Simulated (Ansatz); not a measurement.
`CCB(C)F` + `C=N` → `C=NB(C)F` + `CC` at 298.15 K and 1 bar (ligand exchange at a B–C bond).

Gas-phase electronic energies from Ansatz, PBE0-D4/def2-TZVP geometries. CCSD(T)/CBS adds triple-zeta CCSD(T) − MP2 to the extrapolated MP2 energy (def2 sets, frozen cores). This one scheme is used for every species. One conformer a species, not always the lowest.

```tsv
species	CCSD(T)/CBS energy (Eh)	H − E (kJ/mol)	S (J/(mol·K))
`CCB(C)F`	-243.64137	305.7	350.7
`C=N`	-94.52360	115.3	227.0
`C=NB(C)F`	-258.47400	214.4	328.4
`CC`	-79.71954	207.7	227.7
```

H − E and S are ideal-gas, rigid-rotor, harmonic terms from PBE0-D4/def2-TZVP, for one conformer and one mirror image of each species. 1 Eh = 2625.50 kJ/mol, R = 8.31446 J/(mol·K).

By hand: ΔE, ΔH, ΔS and ΔG.

ΔE = (-258.47400) + (-79.71954) − (-243.64137) − (-94.52360) = -0.02857 Eh = -75.0 kJ/mol. Δ(H − E) = 214.4 + 207.7 − 305.7 − 115.3 = 1.1, so ΔH = -73.9 kJ/mol. ΔS = 328.4 + 227.7 − 350.7 − 227.0 = -21.6 J/(mol·K). ΔG = -73.9 − 298.15 × (-21.6)/1000 = -67.5 kJ/mol.

By hand: the equilibrium constant, and the temperature at which ΔG would vanish if ΔH and ΔS stayed fixed.

log₁₀ K = −ΔG/(RT ln 10) = 11.8. ΔG = 0 at ΔH/ΔS = 3421 K, far beyond where these terms or the molecules hold.

ΔH outweighs TΔS. A doubt of 5 kJ/mol in ΔE shifts log₁₀ K by 0.9 here. Other conformers and mirror images would add mixing entropy, several J/(mol·K) or more a flexible species. Modes under 60 cm⁻¹, often nearly free rotors, make the harmonic entropy too high. These are equilibria of isolated gas molecules and say nothing of rates. Largest T1 diagnostic: 0.013 (customary marks: 0.02 for closed shells, 0.045 for open ones).
